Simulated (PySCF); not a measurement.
# How the method changes the constants of LiZn

State: ²Σ⁺ (doublet), unpaired electrons σ ↑. Set-up: PySCF, spin-free X2C with a Gaussian nucleus, basis sets Li jorge-DZP-DKH, Zn jorge-DZP-DKH. De refers to Li + Zn in their ground configurations, without counterpoise correction. The functionals are run spin-unrestricted. A positive dipole means Li(−)Zn(+). Levels whose curve was spin-contaminated or gave no clean fit are not listed.

```csv
Level,Re (Å),ωe (cm⁻¹),De (eV),μ (D),"CPU s a point (SCF and correlation, without the integrals)"
UHF-MP2,2.844,172,0.156,n/a,0.41
UHF-SCS-MP2,2.902,154,0.118,n/a,n/a
UHF-CCSD,2.840,184,0.175,n/a,n/a
UHF-CCSD(T),2.813,193,0.197,n/a,15
LDA,2.611,266,0.57,-0.32,0.55
PBE,2.678,246,0.448,0.09,0.81
BP86,2.679,245,0.435,-0.13,0.52
r²SCAN,2.670,253,0.51,-0.61,1.1
PBE0,2.751,222,0.342,-0.02,1.3
M06-2X,2.862,188,0.212,-0.39,4.2
LC-ωPBE,2.730,225,0.297,-0.24,1.1
```

Which functional lies closest to UHF-CCSD(T) in De, which farthest, and by how much do they differ from it?

Closest is M06-2X (+4.9 pm in Re, -2.6 % in ωe, +0.01 eV in De against UHF-CCSD(T) in the same basis), farthest LDA (-20.2 pm in Re, +37.8 % in ωe, +0.37 eV in De). CCSD(T) converges more slowly with the basis than the functionals do and binds too weakly in this one, so the order can change at the basis-set limit.

What does a quarter of exact exchange do here, going from PBE to PBE0?

PBE0 less PBE: +7.3 pm in Re, -9.8 % in ωe, -0.11 eV in De. Exact exchange removes part of the self-interaction that spreads semilocal densities, and in most molecules shortens and stiffens the bond and lowers De; here Re and ωe go the other way.

What does the step from GGA to meta-GGA do here, going from PBE to r²SCAN?

r²SCAN less PBE: -0.8 pm in Re, +2.8 % in ωe, +0.06 eV in De. 

Correlated steps freeze 5 core orbitals. The bond is weak. Basis-set superposition, not corrected here, can be much of De in a small basis, most of all at correlated wavefunction levels. Functionals without a dispersion term scatter widely for such bonds, and LDA overbinds them. The state was picked by a PBE0 search and need not be the measured ground state.

The whole job (state search and all levels along the bond) took about 4.4 min on 1 thread of Arm Neoverse V1 (shared host), peak memory 0.73 GiB.
